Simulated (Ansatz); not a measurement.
Ansatz (a first-principles code) input file for ClF2H3SSi2, SMILES F[SiH](F)S[SiH2]Cl, PBE-D3(BJ)/def2-SVP. 

Ansatz 0.2 input:
```yaml
crystal:
  periodic: [false, false, false]
  atoms:
    - {symbol: Si, position_ang: [1.31949932, 0.27936359, -0.96659447]}
    - {symbol: F, position_ang: [2.73632698, -0.40944158, -1.15827408]}
    - {symbol: F, position_ang: [1.52847006, 1.17152443, 0.33902973]}
    - {symbol: S, position_ang: [-0.10093365, -1.25147819, -0.62810487]}
    - {symbol: Si, position_ang: [-1.83934088, -0.18918880, 0.11324388]}
    - {symbol: Cl, position_ang: [-1.50408893, 0.65723948, 1.88906023]}
    - {symbol: H, position_ang: [1.05325671, 1.16434591, -2.06699854]}
    - {symbol: H, position_ang: [-2.16568359, 0.82889606, -0.87398922]}
    - {symbol: H, position_ang: [-2.80851456, -1.26385486, 0.19674919]}
basis:
  gaussian:
    orbitals: def2-SVP
hamiltonian:
  xc: pbe
  dispersion: d3bj
relax: {f_tol: 0.002, max_steps: 200}
```

It prints:

```
Functional definition: PBE
integrals: 0.07 GiB planned
1262 factors; their error is unknown
mean field: 0.32 GiB planned
mean field evaluation 1: about -44558.6894 eV, gradient 4.3e1 eV
mean field evaluation 2: about -44551.3653 eV, gradient 8.3e1 eV
mean field evaluation 4: about -44561.8607 eV, gradient 2.4e0 eV
mean field evaluation 8: about -44561.8780 eV, gradient 7.9e-2 eV
mean field evaluation 16: about -44561.7719 eV, gradient 1.1e-4 eV
mean field -44561.77191154 eV, -1637.6149126953 hartree, gradient 1.5e-5 eV, S^2 0.000000; 0 other end points of the search recorded, 0 dependent functions left out
the calculation of the forces begins
reference -44561.77194592 eV, -1637.6149139585 hartree; 41, 41 occupied and 74, 74 virtual orbitals, 1262 factors
relax step   1: F+E_penalty+E_count = -44562.05671092 eV  Δ(F+E_penalty+E_count) = +0.000e0 eV  max|allowed force component| = 1.397e0 eV/Å  Δτ_max = 0.0000 Å  (27 SCF iters, accepted)
these checks for a lower state are left out or cut short: starts, cluster_reference, orbital_swaps, neighbouring_geometries, increment
integrals: 0.07 GiB planned
1262 factors; their error is unknown
mean field: 0.32 GiB planned
mean field -44561.95845007 eV, -1637.6217678597 hartree, gradient 1.8e-5 eV, S^2 0.000000; 0 other end points of the search recorded, 0 dependent functions left out
the calculation of the forces begins
reference -44561.95848437 eV, -1637.6217691201 hartree; 41, 41 occupied and 74, 74 virtual orbitals, 1262 factors
relax step   2: F+E_penalty+E_count = -44562.24098321 eV  Δ(F+E_penalty+E_count) = -1.843e-1 eV  max|allowed force component| = 6.009e-1 eV/Å  Δτ_max = 0.0763 Å  (28 SCF iters, accepted)
[...]
mean field: 0.33 GiB planned
mean field -44562.04021069 eV, -1637.6247725071 hartree, gradient 2.1e-5 eV, S^2 0.000000; 0 other end points of the search recorded, 0 dependent functions left out
the calculation of the forces begins
reference -44562.04024475 eV, -1637.6247737590 hartree; 41, 41 occupied and 74, 74 virtual orbitals, 1262 factors
relax step  23: F+E_penalty+E_count = -44562.32550036 eV  Δ(F+E_penalty+E_count) = -1.458e-3 eV  max|allowed force component| = 3.469e-1 eV/Å  Δτ_max = 0.1430 Å  (28 SCF iters, accepted)
these checks for a lower state are left out or cut short: starts, cluster_reference, orbital_swaps, neighbouring_geometries, increment
integrals: 0.07 GiB planned
1262 factors; their error is unknown
mean field: 0.33 GiB planned
mean field -44562.04635666 eV, -1637.6249983673 hartree, gradient 1.1e-5 eV, S^2 0.000000; 0 other end points of the search recorded, 0 dependent functions left out
the calculation of the forces begins
reference -44562.04639066 eV, -1637.6249996170 hartree; 41, 41 occupied and 74, 74 virtual orbitals, 1262 factors
relax step  24: F+E_penalty+E_count = -44562.33150100 eV  Δ(F+E_penalty+E_count) = -6.001e-3 eV  max|allowed force component| = 1.568e-1 eV/Å  Δτ_max = 0.0248 Å  (30 SCF iters, accepted)
these checks for a lower state are left out or cut short: starts, cluster_reference, orbital_swaps, neighbouring_geometries, increment
integrals: 0.07 GiB planned
1262 factors; their error is unknown
mean field: 0.33 GiB planned
mean field -44562.04895794 eV, -1637.6250939626 hartree, gradient 2.4e-5 eV, S^2 0.000000; 0 other end points of the search recorded, 0 dependent functions left out
the calculation of the forces begins
reference -44562.04899185 eV, -1637.6250952089 hartree; 41, 41 occupied and 74, 74 virtual orbitals, 1262 factors
relax step  25: F+E_penalty+E_count = -44562.33601324 eV  Δ(F+E_penalty+E_count) = -4.512e-3 eV  max|allowed force component| = 2.561e-1 eV/Å  Δτ_max = 0.1131 Å  (27 SCF iters, accepted)
these checks for a lower state are left out or cut short: starts, cluster_reference, orbital_swaps, neighbouring_geometries, increment
integrals: 0.07 GiB planned
1262 factors; their error is unknown
mean field: 0.33 GiB planned
mean field evaluation 192: about -44562.0538 eV, gradient 5.4e-5 eV
mean field -44562.05375077 eV, -1637.6252700959 hartree, gradient 1.6e-5 eV, S^2 0.000000; 0 other end points of the search recorded, 0 dependent functions left out
the calculation of the forces begins
reference -44562.05378498 eV, -1637.6252713529 hartree; 41, 41 occupied and 74, 74 virtual orbitals, 1262 factors
relax step  26: F+E_penalty+E_count = -44562.34042465 eV  Δ(F+E_penalty+E_count) = -4.411e-3 eV  max|allowed force component| = 1.220e-1 eV/Å  Δτ_max = 0.0817 Å  (28 SCF iters, accepted)
these checks for a lower state are left out or cut short: starts, cluster_reference, orbital_swaps, neighbouring_geometries, increment
integrals: 0.07 GiB planned
1262 factors; their error is unknown
mean field: 0.33 GiB planned
mean field -44562.04457693 eV, -1637.6249329637 hartree, gradient 1.2e-5 eV, S^2 0.000000; 0 other end points of the search recorded, 0 dependent functions left out
the calculation of the forces begins
reference -44562.04461064 eV, -1637.6249342022 hartree; 41, 41 occupied and 74, 74 virtual orbitals, 1262 factors
relax step  27: F+E_penalty+E_count = -44562.33289217 eV  Δ(F+E_penalty+E_count) = +7.532e-3 eV  max|allowed force component| = 3.703e-1 eV/Å  Δτ_max = 0.1959 Å  (34 SCF iters, rejected (line search))
these checks for a lower state are left out or cut short: starts, cluster_reference, orbital_swaps, neighbouring_geometries, increment
integrals: 0.07 GiB planned
1262 factors; their error is unknown
mean field: 0.33 GiB planned
mean field -44562.05458040 eV, -1637.6253005841 hartree, gradient 1.3e-5 eV, S^2 0.000000; 0 other end points of the search recorded, 0 dependent functions left out
the calculation of the forces begins
reference -44562.05461456 eV, -1637.6253018398 hartree; 41, 41 occupied and 74, 74 virtual orbitals, 1262 factors
relax step  28: F+E_penalty+E_count = -44562.34239469 eV  Δ(F+E_penalty+E_count) = -1.970e-3 eV  max|allowed force component| = 3.684e-2 eV/Å  Δτ_max = 0.0604 Å  (28 SCF iters, accepted)
these checks for a lower state are left out or cut short: starts, cluster_reference, orbital_swaps, neighbouring_geometries, increment
integrals: 0.07 GiB planned
1262 factors; their error is unknown
mean field: 0.33 GiB planned
mean field -44562.05354419 eV, -1637.6252625042 hartree, gradient 1.6e-5 eV, S^2 0.000000; 0 other end points of the search recorded, 0 dependent functions left out
the calculation of the forces begins
reference -44562.05357805 eV, -1637.6252637486 hartree; 41, 41 occupied and 74, 74 virtual orbitals, 1262 factors
relax step  29: F+E_penalty+E_count = -44562.34271699 eV  Δ(F+E_penalty+E_count) = -3.223e-4 eV  max|allowed force component| = 7.845e-2 eV/Å  Δτ_max = 0.0932 Å  (27 SCF iters, accepted)
these checks for a lower state are left out or cut short: starts, cluster_reference, orbital_swaps, neighbouring_geometries, increment
integrals: 0.07 GiB planned
1262 factors; their error is unknown
mean field: 0.33 GiB planned
mean field evaluation 224: about -44562.0545 eV, gradient 1.1e-5 eV
mean field -44562.05449127 eV, -1637.6252973088 hartree, gradient 1.1e-5 eV, S^2 0.000000; 0 other end points of the search recorded, 0 dependent functions left out
the calculation of the forces begins
reference -44562.05452513 eV, -1637.6252985531 hartree; 41, 41 occupied and 74, 74 virtual orbitals, 1262 factors
relax step  30: F+E_penalty+E_count = -44562.34320148 eV  Δ(F+E_penalty+E_count) = -4.845e-4 eV  max|allowed force component| = 3.639e-2 eV/Å  Δτ_max = 0.0190 Å  (29 SCF iters, accepted)
these checks for a lower state are left out or cut short: starts, cluster_reference, orbital_swaps, neighbouring_geometries, increment
integrals: 0.07 GiB planned
1262 factors; their error is unknown
mean field: 0.33 GiB planned
mean field -44562.05470342 eV, -1637.6253051050 hartree, gradient 7.5e-6 eV, S^2 0.000000; 0 other end points of the search recorded, 0 dependent functions left out
the calculation of the forces begins
reference -44562.05473734 eV, -1637.6253063516 hartree; 41, 41 occupied and 74, 74 virtual orbitals, 1262 factors
relax step  31: F+E_penalty+E_count = -44562.34333321 eV  Δ(F+E_penalty+E_count) = -1.317e-4 eV  max|allowed force component| = 1.454e-2 eV/Å  Δτ_max = 0.0170 Å  (28 SCF iters, accepted)
these checks for a lower state are left out or cut short: starts, cluster_reference, orbital_swaps, neighbouring_geometries, increment
integrals: 0.07 GiB planned
1262 factors; their error is unknown
mean field: 0.33 GiB planned
mean field -44562.05460948 eV, -1637.6253016531 hartree, gradient 1.1e-5 eV, S^2 0.000000; 0 other end points of the search recorded, 0 dependent functions left out
the calculation of the forces begins
reference -44562.05464336 eV, -1637.6253028981 hartree; 41, 41 occupied and 74, 74 virtual orbitals, 1262 factors
relax step  32: F+E_penalty+E_count = -44562.34347191 eV  Δ(F+E_penalty+E_count) = -1.387e-4 eV  max|allowed force component| = 9.006e-3 eV/Å  Δτ_max = 0.0182 Å  (28 SCF iters, accepted)
these checks for a lower state are left out or cut short: starts, cluster_reference, orbital_swaps, neighbouring_geometries, increment
integrals: 0.07 GiB planned
1262 factors; their error is unknown
mean field: 0.33 GiB planned
mean field -44562.05445109 eV, -1637.6252958323 hartree, gradient 1.4e-5 eV, S^2 0.000000; 0 other end points of the search recorded, 0 dependent functions left out
the calculation of the forces begins
reference -44562.05448495 eV, -1637.6252970766 hartree; 41, 41 occupied and 74, 74 virtual orbitals, 1262 factors
relax step  33: F+E_penalty+E_count = -44562.34349733 eV  Δ(F+E_penalty+E_count) = -2.543e-5 eV  max|allowed force component| = 5.335e-3 eV/Å  Δτ_max = 0.0096 Å  (28 SCF iters, accepted)
these checks for a lower state are left out or cut short: starts, cluster_reference, orbital_swaps, neighbouring_geometries, increment
integrals: 0.07 GiB planned
1262 factors; their error is unknown
mean field: 0.33 GiB planned
mean field -44562.05441190 eV, -1637.6252943921 hartree, gradient 1.5e-5 eV, S^2 0.000000; 0 other end points of the search recorded, 0 dependent functions left out
the calculation of the forces begins
reference -44562.05444575 eV, -1637.6252956360 hartree; 41, 41 occupied and 74, 74 virtual orbitals, 1262 factors
relax step  34: F+E_penalty+E_count = -44562.34350306 eV  Δ(F+E_penalty+E_count) = -5.732e-6 eV  max|allowed force component| = 2.150e-3 eV/Å  Δτ_max = 0.0036 Å  (22 SCF iters, accepted)
these checks for a lower state are left out or cut short: starts, cluster_reference, orbital_swaps, neighbouring_geometries, increment
integrals: 0.07 GiB planned
1262 factors; their error is unknown
mean field: 0.33 GiB planned
mean field -44562.05442064 eV, -1637.6252947131 hartree, gradient 4.9e-5 eV, S^2 0.000000; 0 other end points of the search recorded, 0 dependent functions left out
the calculation of the forces begins
reference -44562.05445448 eV, -1637.6252959569 hartree; 41, 41 occupied and 74, 74 virtual orbitals, 1262 factors
relax step  35: F+E_penalty+E_count = -44562.34350435 eV  Δ(F+E_penalty+E_count) = -1.290e-6 eV  max|allowed force component| = 9.660e-4 eV/Å  Δτ_max = 0.0016 Å  (19 SCF iters, accepted)
integrals: 0.07 GiB planned
1262 factors; their error is unknown
mean field: 0.33 GiB planned
mean field evaluation 256: about -44562.1562 eV, gradient 8.9e-2 eV
mean field -44562.05442064 eV, -1637.6252947131 hartree, gradient 4.9e-5 eV, S^2 0.000000; 1 other end points of the search recorded, 0 dependent functions left out
the calculation of the forces begins
reference -44562.05445448 eV, -1637.6252959569 hartree; 41, 41 occupied and 74, 74 virtual orbitals, 1262 factors
Total energy: -44562.34353820 eV, -1637.6359195875 hartree
Atom 0 at     1.242184     0.278421    -1.132427 Å, force    -0.000301     0.000477     0.000201 eV/Å
Atom 1 at     2.376239    -0.229665    -0.087054 Å, force    -0.000511    -0.000194    -0.000701 eV/Å
Atom 2 at     0.704917     1.714131    -0.576969 Å, force    -0.000278    -0.000476    -0.000478 eV/Å
Atom 3 at    -0.395163    -1.086672    -1.240135 Å, force     0.000966     0.000456     0.000751 eV/Å
Atom 4 at    -1.721660    -0.170956     0.209952 Å, force    -0.000119     0.000021    -0.000191 eV/Å
Atom 5 at    -0.857468    -0.092671     2.094441 Å, force    -0.000188    -0.000200    -0.000437 eV/Å
Atom 6 at     1.873352     0.452719    -2.467253 Å, force     0.000110    -0.000302     0.000440 eV/Å
Atom 7 at    -2.104154     1.215064    -0.195887 Å, force     0.000171     0.000113     0.000486 eV/Å
Atom 8 at    -2.899256    -1.092965     0.239453 Å, force     0.000150     0.000105    -0.000071 eV/Å
Dipole moment:    -0.213628     0.025302    -0.292808 e Å
```

The calculation finished and met its thresholds.
